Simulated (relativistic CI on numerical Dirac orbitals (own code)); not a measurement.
## Forbidden lines of W³⁵⁺

Computed by Dirac-Coulomb-Breit CI, separate exchange-only KLI orbitals for each configuration, a model potential for QED, unscaled Slater integrals (own radial code, finite nucleus).

Configurations in the expansion (outside the closed core [Ar] 3d10): 4s2 4p6 4d3, 4s2 4p6 4d2 4f, 4s2 4p5 4d4, 4s 4p6 4d4, 4s 4p6 4d3 4f, 4s2 4p6 4d2 5s, 4s2 4p6 4d 4f 5s, 4s2 4p6 4d2 5p, 4s2 4p6 4d2 5d, 4s2 4p5 4d3 5s, 4s2 4p6 4d 4f2, 4s2 4p6 4f3, 4s 4p6 4d 4f3, 4s2 4p6 4f2 5s, 4s2 4p6 4f2 5p, 4s2 4p6 4d 5s2, 4s2 4p6 4f 5s2, 4s 4p6 4d 4f 5s2, 4s2 4p6 5s2 5p. Double excitations out of closed p, d and f shells are left out; levels of such configurations are missing from the list, as are those of other unlisted configurations, and high levels can miss mixing partners. These lack a partner that the ground configuration has and come out too high: 4s2 4p6 4d2 5d, 4s2 4p5 4d3 5s.

| λ vac (Å) | Lower | Upper | Type | A (s⁻¹) | gf | Branching (%) |
| --- | --- | --- | --- | --- | --- | --- |
| 358.83 | 4s2 4p6 4d3 4F_5/2 [2] | 4s2 4p6 4d3 2D_3/2 [16] | M1 | 1.51e+04 | 1.16e-06 | 21.5 |
| 419.51 | 4s2 4p6 4d3 4F_7/2 [8] | 4s2 4p6 4d3 2D_5/2 [19] | M1 | 2.45e+04 | 3.87e-06 | 15.4 |
| 471.65 | 4s2 4p6 4d3 4P_3/2 [10] | 4s2 4p6 4d3 2D_5/2 [19] | M1 | 4.60e+04 | 9.21e-06 | 28.9 |
| 509.67 | 4s2 4p6 4d3 4F_5/2 [2] | 4s2 4p6 4d3 2D_5/2 [12] | M1 | 5.74e+03 | 1.34e-06 | 10.7 |
| 516.28 | 4s2 4p6 4d3 2D_5/2 [12] | 4s2 4p6 4d3 2D_5/2 [19] | M1 | 3.66e+04 | 8.77e-06 | 23.0 |
| 518.48 | 4s2 4p6 4d3 2G_7/2 [4] | 4s2 4p6 4d3 2F_7/2 [15] | M1 | 1.15e+04 | 3.70e-06 | 39.0 |
| 531.24 | 4s2 4p6 4d3 2G_9/2 [6] | 4s2 4p6 4d3 2F_7/2 [15] | M1 | 1.10e+04 | 3.72e-06 | 37.4 |
| 539.71 | 4s2 4p6 4d3 2G_7/2 [4] | 4s2 4p6 4d3 2D_5/2 [14] | M1 | 1.88e+04 | 4.92e-06 | 51.9 |
| 554.67 | 4s2 4p6 4d3 4P_3/2 [10] | 4s2 4p6 4d3 2D_3/2 [18] | M1 | 4.29e+04 | 7.91e-06 | 36.6 |
| 562.18 | 4s2 4p6 4d3 4F_5/2 [2] | 4s2 4p6 4d3 4P_3/2 [10] | M1 | 3.20e+04 | 6.06e-06 | 28.3 |
| 567.33 | 4s2 4p6 4d3 4P_5/2 [7] | 4s2 4p6 4d3 2D_3/2 [16] | M1 | 3.90e+04 | 7.52e-06 | 55.6 |
| 567.63 | 4s2 4p6 4d3 4P_3/2 [3] | 4s2 4p6 4d3 2D_5/2 [12] | M1 | 3.62e+04 | 1.05e-05 | 67.1 |
| 582.68 | 4s2 4p6 4d3 2D_5/2 [14] | 4s2 4p6 4d3 2D_5/2 [19] | M1 | 2.71e+04 | 8.29e-06 | 17.0 |
| 585.67 | 4s2 4p6 4d3 2P_1/2 [11] | 4s2 4p6 4d3 2D_3/2 [18] | M1 | 2.63e+04 | 5.41e-06 | 22.4 |
| 609.62 | 4s2 4p6 4d3 2F_7/2 [15] | 4s2 4p6 4d3 2D_5/2 [19] | M1 | 1.54e+04 | 5.14e-06 | 9.7 |
| 612.70 | 4s2 4p5 4d4 4H°_13/2 [43] | 4s2 4p5 4d4 2K°_15/2 [87] | M1 | 2.16e+04 | 1.94e-05 | 42.8 |
| 612.75 | 4s2 4p6 4d3 4F_7/2 [8] | 4s2 4p6 4d3 2G_9/2 [17] | M1 | 6.25e+04 | 3.52e-05 | 56.3 |
| 613.80 | 4s2 4p6 4d3 2G_9/2 [6] | 4s2 4p6 4d3 2H_11/2 [13] | M1 | 2.20e+04 | 1.49e-05 | 99.0 |
| 617.44 | 4s2 4p6 4d3 2D_5/2 [12] | 4s2 4p6 4d3 2D_3/2 [18] | M1 | 4.09e+04 | 9.34e-06 | 34.8 |
| 633.53 | 4s2 4p6 4d3 4P_3/2 [3] | 4s2 4p6 4d3 4P_3/2 [10] | M1 | 6.71e+04 | 1.61e-05 | 59.4 |
| 659.94 | 4s2 4p6 4d3 4F_5/2 [2] | 4s2 4p6 4d3 4F_7/2 [8] | M1 | 7.29e+04 | 3.81e-05 | 81.6 |
| 661.06 | 4s2 4p6 4d3 4P_1/2 [5] | 4s2 4p6 4d3 2P_1/2 [11] | M1 | 6.67e+04 | 8.74e-06 | 93.9 |
| 674.85 | 4s2 4p6 4d3 4F_9/2 [9] | 4s2 4p6 4d3 2G_9/2 [17] | M1 | 4.41e+04 | 3.01e-05 | 39.8 |
| 686.00 | 4s2 4p5 4d4 4I°_15/2 [50] | 4s2 4p5 4d4 2K°_15/2 [87] | M1 | 2.31e+04 | 2.61e-05 | 45.8 |
| 710.84 | 4s2 4p6 4d3 4F_3/2 [1] | 4s2 4p6 4d3 4P_3/2 [3] | M1 | 3.71e+04 | 1.13e-05 | 99.7 |
| 748.77 | 4s2 4p6 4d3 2G_7/2 [4] | 4s2 4p6 4d3 4F_9/2 [9] | M1 | 1.96e+04 | 1.65e-05 | 38.2 |
| 775.67 | 4s2 4p6 4d3 2G_9/2 [6] | 4s2 4p6 4d3 4F_9/2 [9] | M1 | 3.16e+04 | 2.85e-05 | 61.7 |
| 828.87 | 4s2 4p6 4d3 4F_3/2 [1] | 4s2 4p6 4d3 4F_5/2 [2] | M1 | 4.51e+04 | 2.79e-05 | 100.0 |
| 843.63 | 4s2 4p6 4d3 2G_7/2 [4] | 4s2 4p6 4d3 4F_7/2 [8] | M1 | 1.63e+04 | 1.40e-05 | 18.3 |
| 863.11 | 4s2 4p6 4d3 4P_5/2 [7] | 4s2 4p6 4d3 2D_5/2 [14] | M1 | 1.45e+04 | 9.71e-06 | 40.1 |

Terms are leading LS components. Brackets give the number of a level in order of energy, since labels repeat. The list gives strong lines, with weight on those to low levels, among the lowest 200 of 2172 levels, so that lines to higher ones, which can be the strongest, are missing. Levels whose partners in the same complex of configurations lie outside the list can be far off, and so can their lines. Rates are taken at the computed energies, electric ones in the length gauge.

At this charge energies of transitions that change n are usually good to better than 1 %, and those within a shell (Δn = 0) to a few per cent. Terms inside the open d or f shell come out 10 to 20 % too wide with unscaled integrals.

LS names give the leading component of a level, which can be under half, so a name can repeat, a term be missing and a line seem to break the LS rules.
